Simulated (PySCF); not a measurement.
AgCl, triplet, at a GFN2-xTB geometry (such geometries of metal compounds can be far from the true shape) (the multiplicity is a formal guess) (core potentials on Ag); CAMB3LYP/def2-SVP in PySCF.

Input for PySCF:
```python
from pyscf import gto, scf, dft

mol = gto.M(
    atom='''
Ag   -0.00000000   -0.00000000   -0.65923567
Cl    0.00000000    0.00000000    1.82259273
''',
    basis='def2-svp',
    ecp={'Ag': 'def2-svp'},
    spin=2,
    verbose=4,
)

mf = dft.UKS(mol)
mf.xc = 'camb3lyp'
mf.kernel()
```

Output, abridged:

```
PySCF version 2.14.0

[INPUT] verbose = 4
[INPUT] num. atoms = 2
[INPUT] num. electrons = 36
[INPUT] charge = 0
[INPUT] spin (= nelec alpha-beta = 2S) = 2
[INPUT] symmetry False subgroup None
[INPUT] Mole.unit = angstrom
[INPUT] Symbol           X                Y                Z      unit          X                Y                Z       unit  Magmom
[INPUT]  1 Ag     0.000000000000   0.000000000000  -0.659235670000 AA    0.000000000000   0.000000000000  -1.245774867844 Bohr   0.0
[INPUT]  2 Cl     0.000000000000   0.000000000000   1.822592730000 AA    0.000000000000   0.000000000000   3.444201096323 Bohr   0.0

nuclear repulsion = 68.8702889882153
number of shells = 19
number of NR pGTOs = 93
number of NR cGTOs = 49
basis = def2-svp
ecp = {'Ag': 'def2-svp'}

******** <class 'pyscf.dft.uks.UKS'> ********
method = UKS
initial guess = minao
damping factor = 0
level_shift factor = 0
DIIS = <class 'pyscf.scf.diis.CDIIS'>
diis_start_cycle = 1
diis_space = 8
diis_damp = 0
SCF conv_tol = 1e-09
SCF conv_tol_grad = None
SCF max_cycles = 50
direct_scf = True
direct_scf_tol = 1e-13
number electrons alpha = 19  beta = 17
XC library pyscf.dft.libxc version 7.1.2
    S. Lehtola, C. Steigemann, M. J. T. Oliveira, and M. A. L. Marques,  SoftwareX 7, 1–5 (2018)
XC functionals = camb3lyp
    T. Yanai, D. P. Tew, and N. C. Handy,  Chem. Phys. Lett. 393, 51 (2004)
radial grids:
    Treutler-Ahlrichs [JCP 102, 346 (1995); DOI:10.1063/1.469408] (M4) radial grids

becke partition: Becke, JCP 88, 2547 (1988); DOI:10.1063/1.454033
pruning grids: <function nwchem_prune>
grids dens level: 3
symmetrized grids: False
atomic radii adjust function: <function treutler_atomic_radii_adjust>
small_rho_cutoff = 0
Set gradient conv threshold to 3.16228e-05
tot grids = 41320
init E= -594.379704106623

cycle= 1 E= -606.107670664054  delta_E= -11.7  |g|= 1.12  |ddm|= 2.91
cycle= 2 E= -591.228157861225  delta_E= 14.9  |g|= 3.92  |ddm|=  5.7

cycle= 3 E= -606.818146670135  delta_E= -15.6  |g|= 0.359  |ddm|= 5.11
cycle= 4 E= -606.899566423449  delta_E= -0.0814  |g|= 0.0825  |ddm|= 0.821

cycle= 5 E= -606.903571196976  delta_E= -0.004  |g|= 0.0399  |ddm|= 0.171
cycle= 6 E= -606.904516782739  delta_E= -0.000946  |g|= 0.0215  |ddm|= 0.0522
cycle= 7 E= -606.905011808601  delta_E= -0.000495  |g|= 0.00827  |ddm|= 0.0527
cycle= 8 E= -606.90510867611  delta_E= -9.69e-05  |g|= 0.00309  |ddm|= 0.0275
cycle= 9 E= -606.905126399097  delta_E= -1.77e-05  |g|= 0.00153  |ddm|= 0.0156
cycle= 10 E= -606.905129111602  delta_E= -2.71e-06  |g|= 0.0005  |ddm|= 0.00651
cycle= 11 E= -606.905129366251  delta_E= -2.55e-07  |g|= 4.04e-05  |ddm|= 0.00251
cycle= 12 E= -606.905129370473  delta_E= -4.22e-09  |g|= 1.74e-05  |ddm|= 0.000194
cycle= 13 E= -606.905129371447  delta_E= -9.75e-10  |g|= 3.55e-06  |ddm|= 0.000109
Extra cycle  E= -606.905129371478  delta_E= -3.06e-11  |g|= 1.78e-06  |ddm|= 1.32e-05
converged SCF energy = -606.905129371478  <S^2> = 2.0040895  2S+1 = 3.0027251
```
